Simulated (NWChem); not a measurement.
System meant: NbH₃O₄; SMILES [Nb]([OH])([OH])([OH])=[O]

The following NWChem deck was run.

```
start job
memory heap 200 mb stack 900 mb global 1100 mb
geometry units angstroms noautoz
  Nb     0.000000     0.000000    -0.052287
  O      0.000000     0.000000     1.645184
  O     -0.741653     1.635085    -0.663307
  H     -1.089402     2.401836    -0.199177
  O     -1.045198    -1.459833    -0.663307
  H     -1.535350    -2.144368    -0.199177
  O      1.786851    -0.175252    -0.663307
  H      2.624752    -0.257468    -0.199177
end
basis spherical
  * library def2-svp
end
ecp
  Nb library def2-ecp
end
dft
  xc b3lyp
  iterations 4
  mulliken
end
task dft energy
```

End of the output:

```
    Atom       Charge   Shell Charges
 -----------   ------   -------------------------------------------------------
    1 Nb  13    12.79   0.00  1.04  0.85  0.28  0.09  5.54  0.93  0.29  2.42  1.10  0.24
    2 O    8     8.14   1.98  0.98  0.67  2.64  1.85  0.02
    3 O    8     8.14   1.97  0.88  0.59  2.72  1.97  0.01
    4 H    1     0.88   0.54  0.16  0.18
    5 O    8     8.14   1.97  0.88  0.59  2.72  1.97  0.01
    6 H    1     0.88   0.54  0.16  0.18
    7 O    8     8.14   1.97  0.88  0.59  2.72  1.97  0.01
    8 H    1     0.88   0.54  0.16  0.18

 center of mass
 --------------
 x =  -0.00000000 y =  -0.00000000 z =   0.00705096

 moments of inertia (a.u.)
 ------------------
         542.376663754068          -0.000000000000          -0.000000000000
          -0.000000000000         542.376663754068          -0.000000000000
          -0.000000000000          -0.000000000000         627.476527755803

     Multipole analysis of the density
     ---------------------------------

     L   x y z        total         alpha         beta         nuclear
     -   - - -        -----         -----         ----         -------
     0   0 0 0     -0.000000    -24.000000    -24.000000     48.000000

     1   1 0 0     -0.000000     -0.000000     -0.000000      0.000000
     1   0 1 0      0.000000      0.000000      0.000000      0.000000
     1   0 0 1      0.245751      0.653872      0.653872     -1.061994

     2   2 0 0    -27.177795   -101.287153   -101.287153    175.396510
     2   1 1 0      0.000000      0.000000      0.000000      0.000000
     2   1 0 1      0.000000      0.000000      0.000000      0.000000
     2   0 2 0    -27.177795   -101.287153   -101.287153    175.396510
     2   0 1 1     -0.000000     -0.000000     -0.000000      0.000000
     2   0 0 2    -38.821937    -76.609398    -76.609398    114.396859

 ------------------------------------------------------------------------
 dft energy failed                                                                                  0
 ------------------------------------------------------------------------
 ------------------------------------------------------------------------
  current input line :
    24: task dft energy
 ------------------------------------------------------------------------
 ------------------------------------------------------------------------
 This type of error is most commonly associated with calculations not reaching convergence criteria
 ------------------------------------------------------------------------
 For more information see the NWChem manual at https://nwchemgit.github.io

0:dft energy failed:Received an Error in Communication
```

**Question.** Find the fault in this run and fix the input.

**Answer.** The run did not converge; its last values are not results. Cause: the SCF was allowed too few iterations. This input runs:
```
start job
memory heap 200 mb stack 900 mb global 1100 mb
geometry units angstroms noautoz
  Nb     0.000000     0.000000    -0.052287
  O      0.000000     0.000000     1.645184
  O     -0.741653     1.635085    -0.663307
  H     -1.089402     2.401836    -0.199177
  O     -1.045198    -1.459833    -0.663307
  H     -1.535350    -2.144368    -0.199177
  O      1.786851    -0.175252    -0.663307
  H      2.624752    -0.257468    -0.199177
end
basis spherical
  Nb library def2-svp
  O library def2-svp
  H library def2-svp
end
ecp
  Nb library def2-ecp
end
dft
  xc b3lyp
  iterations 150
  mulliken
end
task dft energy
```
It converges to -359.69231 Ha (B3LYP/def2-SVP with def2 effective core potentials on Nb).
